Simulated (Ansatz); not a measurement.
Reaction (ligand exchange at the Si–S bond): `CS[SiH2]S` + CH₃OH → `CO[SiH2]S` + CH₃SH

Isolated molecules relaxed with PBE0-D4/def2-TZVP in Ansatz; ΔE leaves out vibrations. CCSD(T)/CBS is the MP2 limit (def2-TZVPP, def2-QZVPP) plus CCSD(T) − MP2 in def2-TZVPP, frozen cores. This one scheme is used for every species. DFT in def2-TZVPP. B3LYP here is the variant with VWN-RPA as its local correlation; programs differ in this. HSE06 is defined as in plane-wave codes. Each species was taken in one conformer, which may not be the lowest.

```json
{"level": "BLYP-D4", "ΔE (kJ/mol)": "-27.5"}
{"level": "r2SCANh-D4", "ΔE (kJ/mol)": "-26.4"}
{"level": "HSE06-D4", "ΔE (kJ/mol)": "-18.1"}
{"level": "r2SCAN", "ΔE (kJ/mol)": "-27.0"}
{"level": "PBE0", "ΔE (kJ/mol)": "-21.8"}
{"level": "B3LYP", "ΔE (kJ/mol)": "-36.2"}
{"level": "r2SCAN0", "ΔE (kJ/mol)": "-27.9"}
{"level": "HF/def2-SVP", "ΔE (kJ/mol)": "-38.4"}
```

What does CCSD(T)/CBS give? (Estimate.)

The calculation gave: -28.0 kJ/mol. The listed levels differ from it by 0.5, 1.6, 9.9, 1.0, 6.2, -8.2, 0.1, -10.4 kJ/mol.

Largest T1 diagnostic among the species: 0.011.

The D4 term adds +6.2 kJ/mol with B3LYP and +3.4 kJ/mol with PBE0; it sums over pairs of atoms, weighted by their polarisabilities, and B3LYP, whose exchange is more repulsive, gets the larger term. In def2-TZVPP, CCSD(T) changes the Hartree–Fock value by +16.8 kJ/mol (the triples alone add +3.6 kJ/mol) and MP2 by +20.5 kJ/mol. From BLYP to BHLYP (50 % exact exchange), in def2-TZVPP and without D4, ΔE moves by −6.4 kJ/mol.
